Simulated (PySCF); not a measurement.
**Mo⁺ (molybdenum, charge +1) across methods**

[Kr] 4d4 5s1, high-spin 6D determinant (an excited configuration). Computed with PySCF 2.14 in x2c-TZVPPall, with the spin-free X2C one-electron Hamiltonian (Gaussian nucleus). The B2PLYP total includes its PT2 part (frozen core); its orbital energies are those of the SCF part.

```tsv
method	E (hartree)	mean ε 4p β (eV)	mean ε 4d α (eV)	mean ε 5s α (eV)	Σ⟨r²⟩ (bohr²)	⟨S²⟩
PBE	-4047.64	-46.579	-13.888	-11.678	43.26	8.751
LDA	-4043.28	-46.889	-13.938	-11.946	43.24	8.750
UHF	-4045.91124	-54.559	-19.392	-13.860	43.52	8.754
B2PLYP	-4047.49	-51.074	-16.706	-12.800	43.30	8.751
PBE0	-4047.71	-48.900	-15.426	-12.321	43.12	8.751
wB97X	-4048.11	-51.360	-17.569	-13.801	43.15	8.751
r2SCAN	-4048.04	-47.321	-14.287	-11.923	43.06	8.752
M06-2X	-4048.30	-51.407	-16.801	-13.147	43.03	8.751
LC-wPBE	-4047.63	-51.611	-18.161	-14.319	42.97	8.752
```
